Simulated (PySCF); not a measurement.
Spectrum to structure. Theory: PySCF, TDDFT CAM-B3LYP/def2-SVPD, vertical, gas phase, core orbitals frozen in the response. Geometries: GFN2-xTB, one conformer each. Ions are computed without counter-ions or solvent.

```json
{"state": "S1", "λ (nm)": "396.9", "f": "0.0002"}
{"state": "S2", "λ (nm)": "291.3", "f": "0.026"}
{"state": "S3", "λ (nm)": "255.9", "f": "0.0052"}
{"state": "S4", "λ (nm)": "221.6", "f": "0.026"}
{"state": "S5", "λ (nm)": "208.1", "f": "0.0053"}
{"state": "S6", "λ (nm)": "202.4", "f": "0.039"}
{"state": "S7", "λ (nm)": "189.6", "f": "0.081"}
{"state": "S8", "λ (nm)": "168.0", "f": "0.014"}
```

Triplets computed (Tamm–Dancoff): 2.29, 3.72, 3.84 eV.

Orbital energies (eV): HOMO-3 -17.55, HOMO-2 -16.03, HOMO-1 -14.21, HOMO -13.70, LUMO -6.55, LUMO+1 -4.99, LUMO+2 -4.91.

Question: Which candidate is it? All have the formula [C7H7]+.
A. `C[C+]1C(=CC1)C#C`
B. `CC#CC1=C[CH+]C1`
C. `CC#Cc1[cH+]c1C`
D. `C=C[C@@H]1C[c+]2cc21`

Answer: D. Its S1 lies at 3.12 eV; the nearest of the others has S1 at 2.71 eV. S1 is HOMO-1→LUMO (94%). Löwdin shares by element: HOMO carbon 83% or more (atoms not listed hold the other 17%); LUMO carbon 87% or more. At the same level the other candidates give, for their lowest levels:
- `CC#CC1=C[CH+]C1`: 458 nm (f 0.000); 318 nm (f 0.296); 239 nm (f 0.128); 231 nm (f 0.000); 210 nm (f 0.000); T1 2.25 eV; HOMO -14.19, LUMO -7.53 eV
- `C#CC1=CC[C+]1C`: 282 nm (f 0.001); 246 nm (f 0.223); 218 nm (f 0.070); 201 nm (f 0.088); 186 nm (f 0.011); T1 3.45 eV; HOMO -14.06, LUMO -5.97 eV
- `CC#Cc1[cH+]c1C`: 339 nm (f 0.000); 243 nm (f 0.263); 215 nm (f 0.000); 190 nm (f 0.049); 183 nm (f 0.000); T1 3.39 eV; HOMO -13.72, LUMO -5.88 eV

Shape of the structure used: `[CH2:1]=[CH:2][C@@H:3]1[CH2:4][c+:5]2[cH:6][c:7]21`: C1–C2–C3–C4 -143°.
